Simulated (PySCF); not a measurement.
cyclopentadiene (C5H6), singlet, geometry from GFN2-xTB; PySCF with DF-BLYP/6-311+G(2d,p).

PySCF was given this input:
```python
from pyscf import gto, scf, dft

mol = gto.Mole()
mol.atom = '''
    C    -0.95598982    0.74046675   -0.18042087
    C     0.31928344    1.14654821   -0.13970851
    C     1.20795229   -0.02950479    0.09797824
    C     0.23662075   -1.16012643    0.18479847
    C    -1.00734246   -0.69251146    0.02117299
    H    -1.82488021    1.35495894   -0.33600955
    H     0.69211177    2.14781454   -0.25441902
    H     1.78839080    0.07895790    1.01681441
    H     1.92285294   -0.16960675   -0.71579165
    H     0.53709637   -2.17783852    0.35412135
    H    -1.91871680   -1.26351985    0.03236258
'''
mol.basis = '6-311+g(2d,p)'
mol.verbose = 4
mol.build()

mf = dft.RKS(mol)
mf.xc = 'blyp'
mf = mf.density_fit(auxbasis='def2-universal-jkfit')
mf.kernel()
mf.analyze()
```

The log (banner, timings and long lists left out):

```
PySCF version 2.14.0

[INPUT] verbose = 4
[INPUT] num. atoms = 11
[INPUT] num. electrons = 36
[INPUT] charge = 0
[INPUT] spin (= nelec alpha-beta = 2S) = 0
[INPUT] symmetry False subgroup None
[INPUT] Mole.unit = angstrom
[INPUT] Symbol           X                Y                Z      unit          X                Y                Z       unit  Magmom
[INPUT]  1 C     -0.955989820000   0.740466750000  -0.180420870000 AA   -1.806558937672   1.399279361847  -0.340946031456 Bohr   0.0
[INPUT]  2 C      0.319283440000   1.146548210000  -0.139708510000 AA    0.603358257709   2.166662105510  -0.264010821171 Bohr   0.0
[INPUT]  3 C      1.207952290000  -0.029504790000   0.097978240000 AA    2.282698999641  -0.055755972463   0.185152039767 Bohr   0.0
[INPUT]  4 C      0.236620750000  -1.160126430000   0.184798470000 AA    0.447148412889  -2.192321222569   0.349218496539 Bohr   0.0
[INPUT]  5 C     -1.007342460000  -0.692511460000   0.021172990000 AA   -1.903601363046  -1.308656997523   0.040011152338 Bohr   0.0
[INPUT]  6 H     -1.824880210000   1.354958940000  -0.336009550000 AA   -3.448523807039   2.560501306631  -0.634966024738 Bohr   0.0
[INPUT]  7 H      0.692111770000   2.147814540000  -0.254419020000 AA    1.307901692888   4.058781246959  -0.480782268680 Bohr   0.0
[INPUT]  8 H      1.788390800000   0.078957900000   1.016814410000 AA    3.379568815692   0.149208806371   1.921500754411 Bohr   0.0
[INPUT]  9 H      1.922852940000  -0.169606750000  -0.715791650000 AA    3.633665434415  -0.320510306378  -1.352650180751 Bohr   0.0
[INPUT] 10 H      0.537096370000  -2.177838520000   0.354121350000 AA    1.014965041798  -4.115518346328   0.669192366361 Bohr   0.0
[INPUT] 11 H     -1.918716800000  -1.263519850000   0.032362580000 AA   -3.625849262602  -2.387706469452   0.061156412884 Bohr   0.0

nuclear repulsion = 157.907728619325
number of shells = 79
number of NR pGTOs = 248
number of NR cGTOs = 171
basis = 6-311+g(2d,p)
ecp = {}

******** <class 'pyscf.df.df_jk.DFRKS'> ********
method = DFRKS
initial guess = minao
damping factor = 0
level_shift factor = 0
DIIS = <class 'pyscf.scf.diis.CDIIS'>
diis_start_cycle = 1
diis_space = 8
diis_damp = 0
SCF conv_tol = 1e-09
SCF conv_tol_grad = None
SCF max_cycles = 50
direct_scf = False
XC library pyscf.dft.libxc version 7.1.2
    S. Lehtola, C. Steigemann, M. J. T. Oliveira, and M. A. L. Marques,  SoftwareX 7, 1–5 (2018)
XC functionals = blyp
    A. D. Becke,  Phys. Rev. A 38, 3098 (1988)
    C. Lee, W. Yang, and R. G. Parr,  Phys. Rev. B 37, 785 (1988)
    B. Miehlich, A. Savin, H. Stoll, and H. Preuss,  Chem. Phys. Lett. 157, 200 (1989)
radial grids:
    Treutler-Ahlrichs [JCP 102, 346 (1995); DOI:10.1063/1.469408] (M4) radial grids

becke partition: Becke, JCP 88, 2547 (1988); DOI:10.1063/1.454033
pruning grids: <function nwchem_prune>
grids dens level: 3
symmetrized grids: False
atomic radii adjust function: <function treutler_atomic_radii_adjust>
small_rho_cutoff = 0
Set gradient conv threshold to 3.16228e-05
Initial guess from minao.
tot grids = 129440
init E= -194.565060658934
  HOMO = -0.27268724476076  LUMO = -0.12172782154795  gap/eV = 4.10782
cycle= 1 E= -193.971510091662  delta_E= 0.594  |g|= 0.558  |ddm|= 3.36
  HOMO = -0.090648426071219  LUMO = 0.0142313021859399  gap/eV = 2.85392
cycle= 2 E= -193.809125634692  delta_E= 0.162  |g|= 0.955  |ddm|= 2.12
  HOMO = -0.192365780376143  LUMO = -0.0514387146682509  gap/eV = 3.83482
cycle= 3 E= -194.058351061135  delta_E= -0.249  |g|= 0.067  |ddm|= 1.71
  HOMO = -0.191194180772847  LUMO = -0.0502309415317406  gap/eV = 3.83581
cycle= 4 E= -194.058663231996  delta_E= -0.000312  |g|= 0.0544  |ddm|= 0.122
  HOMO = -0.189770278313016  LUMO = -0.0491734327088373  gap/eV = 3.82584
cycle= 5 E= -194.059331366628  delta_E= -0.000668  |g|= 0.0236  |ddm|= 0.0616
  HOMO = -0.18965892454808  LUMO = -0.0490135933304678  gap/eV = 3.82715
cycle= 6 E= -194.059478367262  delta_E= -0.000147  |g|= 0.00155  |ddm|= 0.0178
  HOMO = -0.189658908221244  LUMO = -0.0490372207786081  gap/eV = 3.82651
cycle= 7 E= -194.059478833133  delta_E= -4.66e-07  |g|= 0.00073  |ddm|= 0.00167
  HOMO = -0.189734957994233  LUMO = -0.049092899011459  gap/eV = 3.82707
cycle= 8 E= -194.059478963354  delta_E= -1.3e-07  |g|= 3.12e-05  |ddm|= 0.000619
  HOMO = -0.189738053426126  LUMO = -0.0490964016717577  gap/eV = 3.82705
cycle= 9 E= -194.059478963616  delta_E= -2.62e-10  |g|= 8.12e-06  |ddm|= 6.15e-05
  HOMO = -0.189737028133486  LUMO = -0.0490954826391743  gap/eV = 3.82705
Extra cycle  E= -194.059478963547  delta_E= 6.9e-11  |g|= 1.73e-05  |ddm|= 3.38e-05
converged SCF energy = -194.059478963547
**** SCF Summaries ****
Total Energy =                        -194.059478963546752
Nuclear Repulsion Energy =             157.907728619324558
One-electron Energy =                 -572.597724964159966
Two-electron Energy =                  220.630517381288655
Two-electron Coulomb Energy =          249.973958568443805
DFT Exchange-Correlation Energy =      -29.343441187155136
HOMO-LUMO gap [eV] =                     3.827051384895102
**** MO energy ****
MO #1   energy= -9.9063630410074   occ= 2
MO #2   energy= -9.8956371532831   occ= 2
MO #3   energy= -9.89548647690413  occ= 2
MO #4   energy= -9.89491888874577  occ= 2
MO #5   energy= -9.89483971370384  occ= 2
MO #6   energy= -0.778287808285469 occ= 2
MO #7   energy= -0.634047304719206 occ= 2
MO #8   energy= -0.630731627674521 occ= 2
MO #9   energy= -0.492312191171456 occ= 2
MO #10  energy= -0.47165274304426  occ= 2
MO #11  energy= -0.461114589610389 occ= 2
MO #12  energy= -0.391132722140945 occ= 2
MO #13  energy= -0.349951596966135 occ= 2
MO #14  energy= -0.331409240873802 occ= 2
MO #15  energy= -0.315188317651037 occ= 2
MO #16  energy= -0.313314866093934 occ= 2
MO #17  energy= -0.267261715324686 occ= 2
MO #18  energy= -0.189737028133486 occ= 2
MO #19  energy= -0.0490954826391743 occ= 0
MO #20  energy= -0.00276601443496615 occ= 0
MO #21  energy= 0.0178995034842666 occ= 0
MO #22  energy= 0.0179561080736208 occ= 0
MO #23  energy= 0.0334512561539282 occ= 0
MO #24  energy= 0.0376289138024487 occ= 0
MO #25  energy= 0.0379492295349401 occ= 0
MO #26  energy= 0.0400703776374281 occ= 0
 ** Mulliken pop on meta-lowdin orthogonal AOs  **
 ** Mulliken pop  **
 ** Mulliken atomic charges  **
charge of    0C =     -0.12880
charge of    1C =     -0.13108
charge of    2C =     -0.20241
charge of    3C =     -0.13106
charge of    4C =     -0.12882
charge of    5H =      0.11357
charge of    6H =      0.11361
charge of    7H =      0.13391
charge of    8H =      0.13391
charge of    9H =      0.11360
charge of   10H =      0.11357
Dipole moment(X, Y, Z, Debye):  0.48393, -0.01175,  0.03924
```
